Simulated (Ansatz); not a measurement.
System: C2H6AlCl, net charge 0, singlet state. 
Structure (B3LYP-D3(BJ)/def2-TZVP (Ansatz, a program for electronic structure) minimum search):
```
Al
C 1 1.9458
H 2 1.0918 1 112.60
H 2 1.0937 3 108.08 1 -122.60
H 2 1.0937 3 108.08 4 -114.83
C 1 1.9458 2 127.02 3 -0.28
H 6 1.0918 1 112.59 2 1.46
H 6 1.0936 7 108.13 1 -122.68
H 6 1.0938 7 108.04 8 -114.83
Cl 1 2.1227 2 116.49 3 179.81
```
Charge 0, spin multiplicity 1.

Total electronic energies in hartree. Valence correlation only, unless marked. No spin-orbit coupling. Non-relativistic. CBS(X,Y): correlation extrapolated as X^-3; Hartree-Fock from the larger set.

```
level                                                program  energy (Eh)
--------------------------------------------  --------------  -----------
HF/6-31G*                                             Ansatz   -780.70329
RI-HF/aug-cc-pV(Q+d)Z                                 Ansatz   -780.81392
RI-HF/cc-pV(Q+d)Z                                     Ansatz   -780.81364
BLYP-D4/def2-TZVPD                            Ansatz + dftd4   -782.55644
r2SCAN0-D4/def2-TZVPD                         Ansatz + dftd4   -782.47552
PBE-QIDH/def2-TZVPD                                   Ansatz   -782.04123
MP2/cc-pV(T+d)Z                                       Ansatz   -781.42754
MP2/cc-pwCVTZ                                         Ansatz   -781.43718
MP2/CBS(aug-cc-pV(T+d)Z,aug-cc-pV(Q+d)Z)              Ansatz    -781.5222
RI-MP2/aug-cc-pV(T+d)Z                                Ansatz   -781.44074
SCS-MP2/cc-pwCVTZ                                     Ansatz   -781.44191
CCSD/6-31G*                                           Ansatz   -781.19498
CCSD/CBS(cc-pV(T+d)Z,cc-pV(Q+d)Z)                     Ansatz    -781.5600
CCSD(T)/CBS(aug-cc-pV(T+d)Z,aug-cc-pV(Q+d)Z)          Ansatz    -781.5915
CCSD(T)/CBS(cc-pV(T+d)Z,cc-pV(Q+d)Z)                  Ansatz    -781.5923
```

Totals of different functionals don't rank their quality; only differences between species are comparable.
